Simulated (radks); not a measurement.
Results of a calculation; reference values are marked as such.
Initial-state core-level shifts of neutral rubidium when its valence configuration changes from [Kr] 5s1. Code: a radial shooting solver on a logarithmic mesh with Libxc functionals. Model: scalar-relativistic Kohn-Sham, PBE, spin-polarised, spherical densities, point nucleus; open shells are filled with parallel spins first (spin-orbit coupling, left out, can overturn this in heavy ions). Shifts are changes of the shell-averaged eigenvalues in eV (positive: less bound).

| valence | 3s | 3p | 3d | 4s |
|---|---|---|---|---|
| 4d1 | -1.254 | -1.253 | -1.249 | -1.199 |
| 5p1 | -1.452 | -1.452 | -1.451 | -1.439 |
| 4d0.5 5s0.5 | -0.721 | -0.721 | -0.719 | -0.695 |
| 5s0.5 5p0.5 | -0.739 | -0.739 | -0.739 | -0.734 |
